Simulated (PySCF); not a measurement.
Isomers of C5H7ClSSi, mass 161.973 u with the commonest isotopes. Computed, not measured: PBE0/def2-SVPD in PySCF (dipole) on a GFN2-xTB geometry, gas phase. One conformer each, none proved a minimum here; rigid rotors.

**Question.** Order these by radius of gyration √(Σ m r²/M), smallest first.
A. `[CH:1]#[C:2]/[CH:3]=[C:4](/[Cl:5])[SiH2:6][S:7][CH3:8]` with C3–C4–Si6–S7 60°, C4–Si6–S7–C8 40°
B. `[CH3:1][SiH2:2][c:3]1[cH:4][cH:5][c:6]([Cl:7])[s:8]1` with C1–Si2–C3–C4 0°
C. `[Cl:1][SiH2:2][S:3][C:4]1=[CH:5][CH:6]=[CH:7][CH2:8]1` with Cl1–Si2–S3–C4 -64°, Si2–S3–C4–C5 -1°
D. `[CH:1]#[C:2]/[CH:3]=[C:4](\[Cl:5])[SiH2:6][S:7][CH3:8]` with C3–C4–Si6–S7 0°, C4–Si6–S7–C8 178°
E. `[Cl:1][C:2]1=[CH:3][CH:4]=[CH:5][CH2:6][SiH2:7][S:8]1` with C2–C3–C4–C5 45°, C4–C5–C6–Si7 -80°, C5–C6–Si7–S8 72°, C6–Si7–S8–C2 -7°

**Answer.** E (2.161 Å), A (2.244 Å), C (2.337 Å), B (2.488 Å), D (2.557 Å).

**Question.** Order these by out-of-plane moment Σ m c² = (Ia + Ib − Ic)/2, smallest first.
A. `[Cl:1][C:2]1=[CH:3][CH:4]=[CH:5][CH2:6][SiH2:7][S:8]1` with C2–C3–C4–C5 45°, C4–C5–C6–Si7 -80°, C5–C6–Si7–S8 72°, C6–Si7–S8–C2 -7°
B. `[CH:1]#[C:2]/[CH:3]=[C:4](\[Cl:5])[SiH2:6][S:7][CH3:8]` with C3–C4–Si6–S7 0°, C4–Si6–S7–C8 178°
C. `[CH:1]#[C:2]/[CH:3]=[C:4](/[Cl:5])[SiH2:6][S:7][CH3:8]` with C3–C4–Si6–S7 60°, C4–Si6–S7–C8 40°
D. `[Cl:1][SiH2:2][S:3][C:4]1=[CH:5][CH:6]=[CH:7][CH2:8]1` with Cl1–Si2–S3–C4 -64°, Si2–S3–C4–C5 -1°

**Answer.** B (4.55 u·Å²), D (35.09 u·Å²), A (35.72 u·Å²), C (92.98 u·Å²).

**Question.** Order these by rotational constant A, smallest first.
A. `[Cl:1][SiH2:2][S:3][C:4]1=[CH:5][CH:6]=[CH:7][CH2:8]1` with Cl1–Si2–S3–C4 -64°, Si2–S3–C4–C5 -1°
B. `[CH:1]#[C:2]/[CH:3]=[C:4](/[Cl:5])[SiH2:6][S:7][CH3:8]` with C3–C4–Si6–S7 60°, C4–Si6–S7–C8 40°
C. `[Cl:1][C:2]1=[CH:3][CH:4]=[CH:5][CH2:6][SiH2:7][S:8]1` with C2–C3–C4–C5 45°, C4–C5–C6–Si7 -80°, C5–C6–Si7–S8 72°, C6–Si7–S8–C2 -7°
D. `[CH:1]#[C:2]/[CH:3]=[C:4](\[Cl:5])[SiH2:6][S:7][CH3:8]` with C3–C4–Si6–S7 0°, C4–Si6–S7–C8 178°
E. `[CH3:1][SiH2:2][c:3]1[cH:4][cH:5][c:6]([Cl:7])[s:8]1` with C1–Si2–C3–C4 0°

**Answer.** B (1337 MHz), C (1938 MHz), D (2238 MHz), A (2326 MHz), E (3970 MHz).

```csv
SMILES,point group,Ia (u·Å²),Ib (u·Å²),Ic (u·Å²),κ,μa (D),μb (D),μc (D)
C#C/C=C(/Cl)[SiH2]SC,C1,377.92,530.36,722.32,-0.21,0.03,0.72,0.77
C#C/C=C(\Cl)[SiH2]SC,–,225.82,837.45,1054.17,-0.86,1.53,0.16,0.02
C[SiH2]c1ccc(Cl)s1,Cs,127.31,880.14,998.53,-0.96,1.75,1.33,0.00
ClC1=CC=CC[SiH2]S1,C1,260.78,531.06,720.39,-0.60,2.81,1.29,0.52
Cl[SiH2]SC1=CC=CC1,C1,217.27,702.55,849.64,-0.86,0.60,0.03,0.69
```
